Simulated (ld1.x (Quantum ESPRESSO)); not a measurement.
## Before and after: PAW potential for In (Z = 49)

| Property | Result |
| --- | --- |
| Element | In (Z = 49) |
| Generator | ld1.x (Quantum ESPRESSO) 7.5 |
| Type | PAW |
| Functional | PBE |
| Relativity | scalar-relativistic |
| Frozen core | [Kr] |
| Valence charge | 13 |
| Reference configuration | 4d10 5s2 5p1 |
| Partial waves | 5s (bound): rcut 2.30, rcutus 2.60 bohr; 5s channel at 0.9 Ry: rcut 2.30, rcutus 2.60 bohr; 5p (bound): rcut 2.95, rcutus 3.35 bohr; 5p channel at 0.1 Ry: rcut 2.95, rcutus 3.35 bohr; 4d (bound): rcut 1.40, rcutus 1.85 bohr; 4d channel at -0.4 Ry: rcut 1.40, rcutus 1.85 bohr |
| Local potential | all-electron potential smoothed inside 2.05 bohr (lloc = -1) |
| Core correction | Bessel-smoothed model core, default radius (core density twice the valence density) |
| Augmentation charge | BESSEL, radius 1.30 bohr |

Change: waves 4d (bound): rcut 1.34, rcutus 1.42 bohr; 4d channel at -0.4 Ry: rcut 1.34, rcutus 1.42 bohr.

Cutoffs: the cutoffs (Ry, on a coarse ladder) from which the occupation-weighted sum of valence levels, in a spherical-Bessel basis at the reference potential, stays within 10 and 1 mRy of its value at 400 Ry; they do not see the model core or the augmentation charge, which bear on the density cutoff. Errors are all-electron minus pseudo energies relative to the spin-unpolarised reference configuration.

Q: What does the change do?

A: The potential gets harder (35 Ry and 55 Ry → 70 Ry and 110 Ry); of the 7 tests that both files solve, the error grows in 4 and shrinks in 0 by more than 15 % and 0.3 meV (median size 0.6 → 2.8 meV); neither file shows a bound ghost. A smaller radius makes the pseudo-wave follow the all-electron one further in, where it bends more sharply, so more plane waves are needed. That the errors move this way runs against the usual rule that smaller radii transfer better.

```csv
quantity,base,changed
"cutoff, loose",35 Ry,70 Ry
"cutoff, tight",55 Ry,110 Ry
loose cutoff by channel (10 mRy a level),"s 6 Ry, p 6 Ry, d 30 Ry","s 6 Ry, p 6 Ry, d 45 Ry"
bound ghosts,none,none
"error for 4d10 5s2 5p0, meV [ΔE 5.36 eV]",+0.4,+2.9
"error for 4d10 5s1 5p0, meV [ΔE 24.60 eV]",+9.9,+21
"error for 4d10 5s0 5p0, meV [ΔE 52.92 eV]",-0.6,+39
"error for 4d10 5s2 5p0.5, meV [ΔE 1.94 eV]",-0.2,+0.3
"error for 4d10 5s0 5p3, meV [ΔE 11.95 eV]",-0.6,-0.5
"error for 4d10 5s1 5p1, meV [ΔE 11.96 eV]",+2.1,+2.8
"error for 4d10 5s1 5p2, meV [ΔE 5.84 eV]",+1.3,+1.2
s: phases at 3.63 bohr within 0.05 rad from the reference energy up to (Ry; the scan ends near 5),2.1,2.1
p: phases at 3.63 bohr within 0.05 rad from the reference energy up to (Ry; the scan ends near 5),1.7,1.7
d: phases at 3.63 bohr within 0.05 rad from the reference energy up to (Ry; the scan ends near 5),to the end of the scan,to the end of the scan
lowest overlap eigenvalue by channel,"s 0.33, p 0.56, d 0.59","s 0.33, p 0.56, d 0.97"
```
